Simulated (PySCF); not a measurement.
A PySCF script (with the pyscf-properties extension) for the NMR shieldings of `C#C[C@@H](CC=C)[Si](F)(P)P`, C₆H₁₁FP₂Si, on a GFN2-xTB geometry:

```python
import basis_set_exchange as bse
import numpy as np
from pyscf import gto, dft
from pyscf.prop import nmr

atoms = """
C     0.463560   -3.060780    0.159883
C     0.076172   -1.963615   -0.124645
C    -0.355335   -0.618948   -0.423168
C    -1.334539   -0.123178    0.655536
C    -1.938745    1.186953    0.268420
C    -3.209814    1.352269   -0.044706
Si    1.191079    0.517950   -0.592980
F     0.738683    1.784445   -1.512826
P     2.735126   -0.538182   -1.858050
P     1.638198    1.426656    1.428674
H     0.773973   -4.036475    0.387800
H    -0.873035   -0.629742   -1.388245
H    -2.118748   -0.871109    0.798959
H    -0.791950   -0.013203    1.602478
H    -1.252078    2.023534    0.234283
H    -3.606702    2.310317   -0.333425
H    -3.911515    0.533355   -0.020909
H     2.988532   -1.521042   -0.917916
H     3.792741    0.245419   -1.421792
H     2.046639    0.223827    1.989189
H     2.938836    1.788491    1.112968
"""
names = dict.fromkeys(["C", "Si", "F", "P", "H"], "pcSseg-1")
basis = {el: gto.basis.parse(bse.get_basis(n, elements=[el], fmt="nwchem")) for el, n in names.items()}
mol = gto.M(atom=atoms, basis=basis, charge=0, verbose=0)
mf = dft.RKS(mol, xc="PBE0")
mf.grids.level = 2
mf.grids.alignment = dft.numint.BLKSIZE   # the property module wants whole blocks of grid points
mf.conv_tol = 1e-9
mf.kernel()

calc = nmr.RKS(mf)   # GIAO
C = mf.mo_coeff
Co = C[:, mf.mo_occ > 0]
resp = mf.gen_response(singlet=True, hermi=2)
def vind(x):   # induced exchange potential for any number of trial vectors
    d = np.einsum("pi,xij,qj->xpq", C, 2 * x.reshape(-1, C.shape[1], Co.shape[1]), Co, optimize=True)
    return np.einsum("xpq,pi,qj->xij", resp(d - d.transpose(0, 2, 1)), C, Co, optimize=True).ravel()
mo1, _ = nmr.rhf.solve_mo1(calc, with_cphf=vind)
sigma = calc.kernel(mo1)
for i, s in enumerate(sigma):   # ppm
    print("%2d %-2s %9.2f" % (i, mol.atom_pure_symbol(i), np.trace(s) / 3))
```

Question: Give the expected output.

Answer: 
```
 0 C     108.72
 1 C      98.32
 2 C     158.76
 3 C     143.48
 4 C      40.95
 5 C      63.93
 6 Si    277.87
 7 F     345.01
 8 P     577.71
 9 P     581.70
10 H      30.20
11 H      29.60
12 H      29.09
13 H      29.19
14 H      25.11
15 H      26.33
16 H      26.19
17 H      29.81
18 H      30.27
19 H      30.19
20 H      30.25
```

These numbers come from an equivalent density-fitted implementation of the same equations, which agrees with the script to about 0.01 ppm for H and up to a few tenths of a ppm for heavy atoms, so last digits may differ.

Question: Turn these shieldings into chemical shifts. Referencing at the same level of theory: TMS for ¹³C (σ = 186.93 ppm), ²⁹Si (σ = 349.16 ppm), ¹H (σ = 31.72 ppm); ¹⁹F (σ = 170.95 ppm) against CFCl3; ³¹P (σ = 318.38 ppm) against H3PO4.

Answer: Averaging equivalent atoms: C 4: 146.0; C 5: 123.0; C 1: 88.6; C 0: 78.2; C 3: 43.4; C 2: 28.2; Si 6: 71.3; F 7: -174.1; P 8: -259.3; P 9: -263.3; H 14: 6.60; H 16: 5.53; H 15: 5.38; H 12: 2.63; H 13: 2.53; H 11: 2.12; H 17/18: 1.68; H 10: 1.52; H 19/20: 1.50 ppm. Unscaled 19F shifts against computed CFCl3 carry errors that often reach 10 to 50 ppm. Experimental scales use liquid or dissolved standards, which lie at an offset from isolated H3PO4.

Size and cost of the density-fitted run: 246 basis functions, 65 s wall time on 1 thread of an Arm Neoverse V1, shared host; peak memory 1.1 GiB.
